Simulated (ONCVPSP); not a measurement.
# thallium, ONCV: configuration errors across variants

- Element: thallium
- Generator: ONCVPSP 4.0.1
- Type: optimised norm-conserving Vanderbilt (ONCV)
- Functional: PBE
- Relativity: scalar-relativistic
- Frozen core: [Kr] 4d10 4f14
- Valence charge: 21
- Reference configuration: 5s2 5p6 5d10 6s2 6p1
- Partial waves: 5s+6s: rc 1.20 bohr, ncon 3, nbas 7, qcut 8.6 1/bohr, 2 projectors; 5p+6p: rc 1.30 bohr, ncon 4, nbas 8, qcut 8.5 1/bohr, 2 projectors; 5d: rc 2.00 bohr, ncon 3, nbas 8, qcut 6.9 1/bohr, 3 projectors, debl 3.8 Ha
- Local potential: polynomial inside 0.80 bohr (lpopt 5, dvloc0 3 Ha)
- Core correction: none

All-electron excitation energies from the reference (eV): (1) 5s2 5p6 5d10 6s2 6p0 5.167; (2) 5s2 5p6 5d10 6s1 6p0 25.947; (3) 5s1 5p6 5d10 6s2 6p1 138.530.

2 further variants failed, have other tests or too few solved ones, and are left out.

A true bound ghost makes a file unfit for plane-wave use even where its test errors are small: the radial tests pick states by their node count and pass the ghost by.

Errors AE − PS in meV (a dash: test not solved or not reliable):

| change | (1) | (2) | (3) | bound ghosts | GHOST(+) flags above zero |
| --- | --- | --- | --- | --- | --- |
| base | -2.2 | -9.2 | -307 | s | p, d |
| s: qcut 5 | -2.2 | -12 | -582 | s | p, d |
| s: qcut 7.5; p: qcut 7.4; d: qcut 6 | -2.2 | -11 | -438 | s | p, d |

Give the same row for: core correction Teter function, fcfact 4.25, rcfact 1.75.

-2.5, -16, -367; bound ghosts: s; GHOST(+) flags above zero: p, d.
